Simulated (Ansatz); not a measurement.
Molecule: BN, net charge 0, triplet state. 
Structure (B3LYP-D3(BJ)/def2-TZVP (Ansatz, a quantum-chemistry and plane-wave program) minimum search):
SMILES: B#N
```xyz
2

B      0.0000     0.0000    -0.7688
N      0.0000     0.0000     0.5492
```
Charge 0, spin multiplicity 3.

Quantity: vertical electron affinity (to the doublet state of charge -1; a negative value means that the extra electron is unbound and the number depends on the basis; each state is the SCF solution reached for its spin; the UHF <S^2> is 1.33 for the doublet (pure: 0.75); for the doublet T1 is 0.099), in eV. Cores are frozen in the correlated levels unless marked. Open shells are spin-unrestricted. Spin-orbit coupling is left out. No relativistic terms. Anions need diffuse functions: aug- sets have them; def2-D sets add few. CBS(X,Y): correlation extrapolated as X^-3; Hartree-Fock from the larger set.

CCSD(T)/CBS(def2-TZVPPD,def2-QZVPPD) (Ansatz) gives 3.04 eV.

**Question.** Another calculation gave 2.88 eV. Which level was it?
A) SVWN5/def2-TZVPD (Ansatz)
B) BHLYP/def2-TZVPD (Ansatz)
C) CAM-B3LYP/def2-TZVPD (Ansatz)
D) PBE/def2-TZVPD (Ansatz)

**Answer.** C, CAM-B3LYP/def2-TZVPD (Ansatz). The others give 3.44 (SVWN5), 3.10 (PBE), 2.50 (BHLYP) eV.
